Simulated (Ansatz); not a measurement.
Frontier orbitals of `C#[C][Ti]([F])([Cl])[Cl]`.

Cartesian coordinates in Å:
```
C -0.360 -1.901 -0.864
C -0.157 -0.802 -0.389
Ti 0.174 1.015 0.364
F 0.052 2.169 -0.924
Cl 2.168 1.011 1.217
Cl -1.337 1.377 1.876
H -0.539 -2.868 -1.281
```

The species carries charge 0 and has multiplicity 1. Correlated methods include outer-core shells of Ti, which these sets cover unevenly. Scalar relativity is left out up to krypton. All single points use the PBE0-D4/def2-TZVP geometry. Basis def2-TZVPP, Ansatz 0.2.0.

```csv
functional,HOMO (eV),LUMO (eV),gap (eV)
LDA (SPW92),-7.83,-4.67,3.16
PBE,-7.62,-4.43,3.19
BLYP,-7.44,-4.30,3.14
B97M-V,-7.87,-4.39,3.48
PBE0,-8.83,-3.65,5.18
B3LYP,-8.57,-3.86,4.71
CAM-B3LYP,-10.13,-2.63,7.50
LC-ωPBE,-11.55,-1.61,9.94
ωB97X-V,-11.13,-1.58,9.55
ωB97M-V,-11.00,-1.56,9.44
```

From PBE to PBE0 the HOMO moves by −1.20 eV and the LUMO by +0.78 eV, and with ωB97M-V by −3.37 and +2.88 eV, so the gap grows from 3.19 to 9.44 eV with exact exchange.

B3LYP here is the variant with VWN-RPA as its local correlation; programs differ in this. LC-ωPBE has ω = 0.4 bohr⁻¹.
